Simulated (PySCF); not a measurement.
## Correlation energy of Pm⁺ (promethium, charge +1)

[Xe] 4f5 6s1, one real determinant. All numbers are calculated (PySCF 2.14, scalar relativity by spin-free X2C-1e, in x2c-TZVPPall (11s7p7d4f2g, 113 functions)). Frozen: [Kr] 4d10; 14 electrons correlated.

MP2 pair energies summed by pair of shells (mhartree):

| pair | energy | share (%) |
| --- | --- | --- |
| 5p-5p | -120.54 | 30.8 |
| 4f-5p | -114.99 | 29.3 |
| 4f-4f | -65.20 | 16.6 |
| 5s-5p | -34.15 | 8.7 |
| 4f-5s | -24.24 | 6.2 |
| 5p-6s | -19.82 | 5.1 |
| 5s-5s | -6.16 | 1.6 |
| 4f-6s | -5.70 | 1.5 |
| 5s-6s | -1.11 | 0.3 |

Total MP2 correlation energy: -391.91 mhartree.

Same-spin part -171.76 and opposite-spin part -220.15 mhartree; SCS-MP2 scales them by 1/3 and 6/5 to -321.43 mhartree.

The reference is one real determinant that mixes LS terms of this configuration.
